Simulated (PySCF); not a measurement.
This PySCF input asks for the NMR shieldings of SMILES [Si](CCC#C)(N)(N)O[SiH3], C4H12N2OSi2; the geometry comes from GFN2-xTB.

```python
import basis_set_exchange as bse
import numpy as np
from pyscf import gto, dft
from pyscf.prop import nmr

atoms = """
C     4.354473   -1.087357   -0.658300
C     3.383089   -0.445109   -0.381797
C     2.177824    0.290194   -0.059276
C     0.925633   -0.565620   -0.271335
Si   -0.654032    0.358766    0.240125
N    -0.476317    0.813721    1.894722
N    -1.032070    1.842374   -0.557688
O    -1.879426   -0.669270   -0.096262
Si   -3.457970   -0.986408   -0.200099
H     5.215202   -1.638050   -0.895188
H     2.226102    0.618520    0.981803
H     2.127274    1.182830   -0.689082
H     1.030655   -1.489234    0.299096
H     0.871759   -0.861291   -1.320399
H    -0.227135    0.102022    2.561927
H    -1.175997    1.420918    2.289937
H    -1.410767    1.789621   -1.488725
H    -0.373238    2.599771   -0.493749
H    -4.087707   -0.719523    1.095039
H    -4.048262   -0.136489   -1.235187
H    -3.498011   -2.403443   -0.551924
"""
names = dict.fromkeys(["C", "Si", "N", "O", "H"], "pcSseg-1")
basis = {el: gto.basis.parse(bse.get_basis(n, elements=[el], fmt="nwchem")) for el, n in names.items()}
mol = gto.M(atom=atoms, basis=basis, charge=0, verbose=0)
mf = dft.RKS(mol, xc="PBE0")
mf.grids.level = 2
mf.grids.alignment = dft.numint.BLKSIZE   # the property module wants whole blocks of grid points
mf.conv_tol = 1e-9
mf.kernel()

calc = nmr.RKS(mf)   # GIAO
C = mf.mo_coeff
Co = C[:, mf.mo_occ > 0]
resp = mf.gen_response(singlet=True, hermi=2)
def vind(x):   # induced exchange potential for any number of trial vectors
    d = np.einsum("pi,xij,qj->xpq", C, 2 * x.reshape(-1, C.shape[1], Co.shape[1]), Co, optimize=True)
    return np.einsum("xpq,pi,qj->xij", resp(d - d.transpose(0, 2, 1)), C, Co, optimize=True).ravel()
mo1, _ = nmr.rhf.solve_mo1(calc, with_cphf=vind)
sigma = calc.kernel(mo1)
for i, s in enumerate(sigma):   # ppm
    w = np.linalg.eigvalsh((s + s.T) / 2)
    print("%2d %-2s iso %8.1f  s11 %8.1f  s22 %8.1f  s33 %8.1f" % (i, mol.atom_pure_symbol(i), w.mean(), *w))
```

**Question.** What does it print?

**Answer.** 
```
 0 C  iso    113.1  s11     41.5  s22     46.1  s33    251.8
 1 C  iso     95.1  s11    -12.5  s22     -0.1  s33    297.9
 2 C  iso    170.9  s11    159.6  s22    169.8  s33    183.4
 3 C  iso    165.7  s11    149.7  s22    163.1  s33    184.4
 4 Si iso    378.1  s11    355.2  s22    369.8  s33    409.4
 5 N  iso    238.1  s11    206.8  s22    238.7  s33    268.9
 6 N  iso    247.8  s11    215.2  s22    256.6  s33    271.7
 7 O  iso    285.8  s11    249.1  s22    297.5  s33    310.8
 8 Si iso    397.1  s11    359.1  s22    365.7  s33    466.4
 9 H  iso     30.4  s11     25.1  s22     25.1  s33     40.8
10 H  iso     29.4  s11     22.8  s22     31.2  s33     34.2
11 H  iso     29.7  s11     23.5  s22     31.2  s33     34.5
12 H  iso     30.8  s11     26.6  s22     31.0  s33     34.8
13 H  iso     30.8  s11     26.4  s22     30.9  s33     35.2
14 H  iso     31.4  s11     24.9  s22     27.4  s33     42.0
15 H  iso     30.8  s11     24.1  s22     26.5  s33     41.9
16 H  iso     31.5  s11     24.6  s22     27.3  s33     42.6
17 H  iso     31.1  s11     24.2  s22     27.2  s33     42.0
18 H  iso     26.5  s11     22.8  s22     25.0  s33     31.8
19 H  iso     26.6  s11     22.6  s22     25.3  s33     31.8
20 H  iso     26.7  s11     22.8  s22     24.9  s33     32.3
```

These numbers come from an equivalent density-fitted implementation of the same equations, which agrees with the script to about 0.01 ppm for H and up to a few tenths of a ppm for heavy atoms, so last digits may differ.

**Question.** Turn these shieldings into chemical shifts. Referencing at the same level of theory: TMS for ¹³C (σref 186.93) and ²⁹Si (σref 349.16) and ¹H (σref 31.72); NH3 for ¹⁵N (σref 267.73); ¹⁷O (σref 336.08) against H2O.

**Answer.** Averaging equivalent atoms: C 1: 91.8; C 0: 73.8; C 3: 21.2; C 2: 16.0; Si 4: -29.0; Si 8: -47.9; N 5/6: 24.8; O 7: 50.3; H 18/19/20: 5.13; H 10/11: 2.15; H 9: 1.36; H 12/13: 0.89; H 14/15/16/17: 0.48 ppm. Experimental scales use liquid or dissolved standards, which lie at an offset from isolated NH3 (liquid NH3: subtract about 20 ppm) and H2O (liquid H2O: subtract about 36 ppm).

Size and cost of the density-fitted run: 227 basis functions, 91 s wall time on 1 thread of an Arm Neoverse N1, shared host; peak memory 1.1 GiB.
